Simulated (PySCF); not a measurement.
## CeO₂: 4f shell in the core or in the valence

Base calculation in PySCF with density fitting and no spin–orbit coupling, PBE0/lcecp-2/def2-TZVP (scalar-relativistic core potentials): valence singlet (4f shell in the core), C2v, Ce–O 1.862 Å (×2); O–Ce–O 104.7°; wavenumbers 279, 815, 880 cm⁻¹; dipole moment 7.88 D, gap between the highest occupied and lowest empty levels 4.43 eV, polar-tensor charge of Ce 1.95 e.

**Question.** What changes on going to PBE0/def2-TZVP (scalar-relativistic core potentials)?

**Answer.** The point group stays the same. Changes: mean bond to Ce -0.063 Å, smallest bond angle +38.3 degrees, highest wavenumber -59 cm⁻¹, lowest wavenumber -208 cm⁻¹, dipole moment -4.25 D, gap between the highest occupied and lowest empty levels +0.53 eV, polar-tensor charge of Ce +0.29 e. The new structure has Ce–O 1.799 Å (×2); O–Ce–O 143.0°, with wavenumbers 71, 814, 821 cm⁻¹.

Each species is the lowest minimum found with this bonding; other isomers or fragments can lie lower.
